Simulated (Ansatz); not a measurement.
This geometry of ClFGeH2 + ClH (7 atoms, charge 0, multiplicity 1) is a first-order saddle point.

These are results of Ansatz 0.2.0, RKS PBE/def2-SVP, not measurements.

```xyz
7
Properties=species:S:1:pos:R:3
Ge 0.136 0.137 -0.089
F -0.193 0.149 1.908
Cl 1.884 -0.235 -1.336
H -0.786 1.239 -0.641
H -0.463 -1.290 -0.019
Cl 1.501 1.956 1.169
H 0.539 1.037 1.976
```

(1) Which two structures does it join? (They come from a converged band through this point; their orientation in space is the band's.)

(2) How far does it lie above each of them?

Answers

(1) Bonds broken: Ge1–F2, Cl6–H7. Bonds formed: Ge1–Cl6, F2–H7. ClFGeH2 + ClH becomes Cl2GeH2 + FH.

Image 0:

```xyz
7
Properties=species:S:1:pos:R:3
Ge -0.042 -0.237 -0.195
F 0.267 -0.148 1.555
Cl 1.845 -0.712 -1.124
H -0.511 1.165 -0.629
H -1.010 -1.427 -0.364
Cl 1.192 2.801 1.745
H 0.876 1.551 1.980
```

Image 8:

```xyz
7
Properties=species:S:1:pos:R:3
Ge 0.503 0.125 -0.244
F -0.908 0.856 2.132
Cl 1.702 -0.351 -1.991
H -0.640 1.047 -0.701
H 0.173 -1.197 0.469
Cl 1.824 1.298 1.086
H -0.036 1.216 2.216
```

(2) 18.7 kcal/mol above the first and 20.5 kcal/mol above the second. This is the barrier of this one path; another mechanism may lie lower. The orbitals stay closed-shell, which can raise the energy where a bond breaks towards radicals; this wasn't checked here.

Run time: 97 s on 2 threads of Arm Neoverse V2, with other jobs on the host, peak memory 0.14 GiB.
